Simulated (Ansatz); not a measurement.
`O[Si](O)(F)O[SiH3]` + `[OH][Al]([OH])[SH]` → `[OH][Al]([SH])[O][SiH3]` + `O[Si](O)(O)F`  (ligand exchange at the Si–O bond)

Isolated molecules relaxed with PBE0-D4/def2-TZVP in Ansatz; ΔE leaves out vibrations. CBS: MP2 limit from def2 TZ/QZ plus the TZ coupled-cluster correction, frozen cores. This one scheme is used for every species. DFT in def2-TZVPP. One conformer a species, not always the lowest.

`O[Si](O)(F)O[SiH3]`:

```xyz
11

O     1.918    1.071    0.644
Si    0.953    0.331   -0.431
O     1.345   -1.238   -0.491
F     1.157    1.036   -1.839
O    -0.609    0.443   -0.077
Si   -1.948   -0.375    0.404
H     1.975    2.027    0.626
H     2.273   -1.476   -0.484
H    -3.021    0.623    0.632
H    -1.674   -1.111    1.664
H    -2.368   -1.331   -0.650
```

`[OH][Al]([OH])[SH]`:

Cartesian coordinates in Å:
```
O 0.384 -0.259 1.413
Al -0.059 0.046 -0.190
O -1.001 1.338 -0.727
S 0.639 -1.339 -1.703
H 0.142 0.271 2.169
H -1.378 2.026 -0.184
H 1.272 -2.082 -0.778
```

`[OH][Al]([SH])[O][SiH3]`:

Cartesian coordinates in Å:
```
O 1.213 -1.781 -1.322
Al -0.080 -0.749 -1.008
S -1.828 -0.714 -2.299
O -0.011 0.264 0.320
Si 0.381 1.087 1.665
H 1.251 -2.388 -2.058
H -2.423 0.235 -1.556
H 1.422 2.104 1.358
H 0.899 0.164 2.708
H -0.825 1.779 2.193
```

`O[Si](O)(O)F`:

Cartesian coordinates in Å:
```
O 0.441 0.050 -1.526
Si 0.012 -0.094 0.028
O 0.941 0.861 0.947
O -1.544 0.311 0.210
F 0.213 -1.609 0.484
H -0.017 -0.481 -2.179
H 1.887 0.710 0.954
H -1.934 0.251 1.083
```

```tsv
level	ΔE (eV)
ωB97M-V	-0.07
MP2/def2-QZVPP	-0.06
```

Problem. What does CCSD(T)/CBS give? (Estimate.)

Solution. The calculation gave: -0.06 eV. The listed levels differ from it by -0.01, 0.00 eV.

Largest T1 diagnostic among the species: 0.012.

At CCSD(T), def2-SVP lies −0.05 eV from the extrapolated value and def2-TZVPP −0.02 eV. Leaving LDA and LC-ωPBE aside and taking each functional with its dispersion term where it has one, the values, not all of them listed here, spread over 0.04 eV, from PBE-QIDH to BLYP-D4.
